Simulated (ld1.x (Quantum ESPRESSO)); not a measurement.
# Hg, TM: configuration errors across variants

mercury (Hg), norm-conserving Troullier–Martins (Kleinman–Bylander form), made with ld1.x (Quantum ESPRESSO) 7.5 (PBE, scalar-relativistic). Core [Xe] 4f14 5d10, reference 6s1 6p0 (charge +1). Waves: 6s (bound): rc 1.70 bohr; 6p (bound, empty): rc 2.05 bohr. Local part: the p channel. Core correction: Bessel-smoothed model core inside 1.70 bohr.

All-electron excitation energies from the reference (eV): (1) 6s2 6p0 -10.688; (2) 6s1.5 6p0 -6.331; (3) 6s1 6p1 -4.649; (4) 6s0 6p1 7.410; (5) 6s0 6p2 1.888.

A true bound ghost makes a file unfit for plane-wave use even where its test errors are small: the radial tests pick states by their node count and pass the ghost by.

Errors AE − PS in meV (a dash: test not solved or not reliable):

| change | (1) | (2) | (3) | (4) | (5) | bound ghosts |
| --- | --- | --- | --- | --- | --- | --- |
| base | -212 | -58 | -37 | -60 | -17 | s |
| wave 6s (bound): rc 1.70 bohr becomes 6s (bound): rc 1.10 bohr | -175 | -40 | – | +748 | +792 | not determined |
| wave 6s (bound): rc 1.70 bohr becomes 6s (bound): rc 1.36 bohr | -224 | -63 | -37 | -97 | -53 | s |
| wave 6s (bound): rc 1.70 bohr becomes 6s (bound): rc 1.48 bohr | -222 | -62 | -37 | -79 | -34 | s |
| wave 6s (bound): rc 1.70 bohr becomes 6s (bound): rc 2.18 bohr | -206 | -57 | -36 | -57 | -15 | s |
| wave 6s (bound): rc 1.70 bohr becomes 6s (bound): rc 2.36 bohr | -208 | -57 | -36 | -59 | -17 | s |
| wave 6s (bound): rc 1.70 bohr becomes 6s (bound): rc 2.50 bohr | -210 | -58 | -36 | -61 | -18 | s |

(1) Give the same row for: wave 6s (bound): rc 1.70 bohr becomes 6s (bound): rc 1.98 bohr.

Results:

(1) -207, -57, -36, -58, -16; bound ghosts: s.
